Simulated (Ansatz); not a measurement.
`[F][Ag]`. Total charge 0; spin multiplicity 1. Ag: def2 effective core potential. All single points use the PBE0-D4/def2-TZVP geometry.

```xyz
2

F    -0.541    0.535    0.639
Ag    0.541   -0.535   -0.639
```

(1) What is the dipole moment at PBE/def2-TZVPP? (Estimate.)

(2) And with r2SCAN, B3LYP, ωB97M-V? (Best estimate.)

(3) Give the Mulliken charges with PBE, ωB97M-V, B3LYP in def2-TZVPP. (Best estimate.)

## Answers

(1) Ansatz gave: 5.03 D, with components (2.74, -2.71, -3.24) D in this frame, pointing from negative to positive charge.

(2) The calculation gave: r2SCAN 5.41 D, B3LYP 5.56 D, ωB97M-V 5.97 D.

(3) Computed: 
```csv
atom,PBE,ωB97M-V,B3LYP
F1,-0.51,-0.60,-0.58
Ag2,0.51,0.60,0.58
```

B3LYP here is the variant with VWN-RPA as its local correlation; programs differ in this.
